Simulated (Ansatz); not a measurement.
`FC/C=C/[SiH3]`, charge 0, multiplicity 1.

Q: Give a relaxed structure at PBE0-D4/def2-TZVP (Ansatz). (An estimate is asked.)

A: Ansatz gave: 
Cartesian coordinates in Å:
```
F -0.383 2.558 0.514
C -0.797 1.830 -0.577
C -0.379 0.406 -0.493
C 0.315 -0.134 0.506
Si 0.801 -1.923 0.541
H -1.890 1.904 -0.640
H -0.378 2.298 -1.477
H -0.693 -0.197 -1.345
H 0.599 0.521 1.328
H 0.232 -2.607 1.734
H 0.293 -2.584 -0.691
H 2.281 -2.072 0.601
```
Point group Cs.
This is one stationary point; other conformers may exist.
